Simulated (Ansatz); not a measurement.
System: BBr2 (charge 0, doublet). It need not be the lowest isomer of its formula. 
Structure (B3LYP-D3(BJ)/def2-TZVP (Ansatz, a quantum-chemistry and plane-wave program) minimum search):
```
B
Br 1 1.8889
Br 1 1.8889 2 126.56
```
Charge 0, spin multiplicity 2.

Quantity: atomisation energy (electronic, to ground-state atoms), in kcal/mol. Correlated levels leave the core frozen unless marked. Open shells are spin-unrestricted. Spin-orbit coupling is left out. The frozen core is the preceding noble-gas configuration, with the filled d and f shells of earlier blocks. No relativistic terms. The coupled-cluster limit lacks core correlation, which all-electron functionals hold. CBS marks a two-point X^-3 extrapolation of the correlation energy; Hartree-Fock from the larger set.

```json
[
 {"level": "HF/aug-cc-pVDZ", "program": "Ansatz", "atomisation energy (kcal/mol)": "125.5", "minus last row": "-46.3"},
 {"level": "PBE-D3(BJ)/def2-TZVPD", "program": "Ansatz + dftd3", "atomisation energy (kcal/mol)": "188.7", "minus last row": "16.9"},
 {"level": "PBE-D4/def2-TZVPD", "program": "Ansatz + dftd4", "atomisation energy (kcal/mol)": "188.9", "minus last row": "17.1"},
 {"level": "revPBE-D3(BJ)/def2-TZVPD", "program": "Ansatz + dftd3", "atomisation energy (kcal/mol)": "180.9", "minus last row": "9.1"},
 {"level": "PBE0-D4/def2-TZVPD", "program": "Ansatz + dftd4", "atomisation energy (kcal/mol)": "183.1", "minus last row": "11.3"},
 {"level": "PBE0/def2-QZVPP", "program": "Ansatz", "atomisation energy (kcal/mol)": "181.0", "minus last row": "9.2"},
 {"level": "PBE-QIDH/def2-TZVPD", "program": "Ansatz", "atomisation energy (kcal/mol)": "179.4", "minus last row": "7.6"},
 {"level": "MP2/cc-pVQZ", "program": "Ansatz", "atomisation energy (kcal/mol)": "180.3", "minus last row": "8.5"},
 {"level": "RI-MP2/cc-pVTZ", "program": "Ansatz", "atomisation energy (kcal/mol)": "176.4", "minus last row": "4.6"},
 {"level": "RI-MP2/cc-pVQZ", "program": "Ansatz", "atomisation energy (kcal/mol)": "180.3", "minus last row": "8.5"},
 {"level": "SCS-MP2/cc-pVDZ", "program": "Ansatz", "atomisation energy (kcal/mol)": "159.1", "minus last row": "-12.7"},
 {"level": "SCS-MP2/aug-cc-pVTZ", "program": "Ansatz", "atomisation energy (kcal/mol)": "168.1", "minus last row": "-3.7"},
 {"level": "CCSD/6-31G*", "program": "Ansatz", "atomisation energy (kcal/mol)": "155.2", "minus last row": "-16.6"},
 {"level": "CCSD(T)/cc-pVDZ", "program": "Ansatz", "atomisation energy (kcal/mol)": "156.4", "minus last row": "-15.4"},
 {"level": "CCSD(T)/CBS(cc-pVTZ,cc-pVQZ)", "program": "Ansatz", "atomisation energy (kcal/mol)": "171.8", "minus last row": "0.0"}
]
```
